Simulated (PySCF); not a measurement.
# Gas-phase XPS of `C=CP1(=S)CCSCC1`, computed

Compound: C₆H₁₁PS₂.
Numbering: `[CH2:1]=[CH:2][P:3]1(=[S:4])[CH2:5][CH2:6][S:7][CH2:8][CH2:9]1`

Level of theory: delta-SCF UKS SCAN, pcX-2 on the ionised atom, pcseg-1 elsewhere, spin-free X2C (PySCF). Vertical ΔSCF values, vacuum level as zero.

Q: List the computed XPS lines with their assignment.

A: 
| atom(s) | environment | level | binding energy (eV) | 2p1/2 (eV) | above the level's lowest (eV) | count |
| --- | --- | --- | --- | --- | --- | --- |
| P3 | phosphorus bonded to 3 C and S | P 2p3/2 | 137.63 | 138.51 | 0.00 | 1 |
| C2 | alkene CH carbon | C 1s | 290.74 | – | 0.00 | 1 |
| C5/C9 | sp3 carbon bound to phosphorus | C 1s | 290.78 | – | +0.04 | 2 |
| C6/C8 | sp3 carbon bound to sulfur | C 1s | 291.31 | – | +0.57 | 2 |
| P3 | phosphorus bonded to 3 C and S | P 1s | 2151.48 | – | 0.00 | 1 |
| S4 | sulfur bonded to P | S 1s | 2475.09 | – | 0.00 | 1 |
| S7 | sulfide sulfur | S 1s | 2476.83 | – | +1.74 | 1 |

The listed C 1s values span 0.57 eV, from C2 (bonded to C (double bond), H and P) to C6/C8 (bonded to S, C and 2 H). The values 290.74 and 290.78 eV lie too close for their order to be trusted.

The listed S 1s values span 1.74 eV, from S4 (bonded to P (double bond)) to S7 (bonded to 2 C).

Q: Express the binding energy of S 1s of S4 in atomic units and per mole.

A: 2475.09 eV = 90.9579 Eh = 238810 kJ/mol.

Atoms equivalent by their bonding share one computed value, that of the first of them. The list is incomplete; no value stands for C 1s of C1. The 2p values add to the ΔSCF energy of one spin-free hole a correction within the shell (spin–orbit coupling, ligand field). 2p1/2 minus 2p3/2 (ligand field included): P 0.89 eV. One conformer (not necessarily the lowest) at the PBE0-D3(BJ)/def2-SVP geometry, without solvent, vibrations or thermal averaging.

The run took 5.9 min wall on an Arm Neoverse V1 with one thread, on a shared host, and the process peaked at 0.63 GiB of memory.
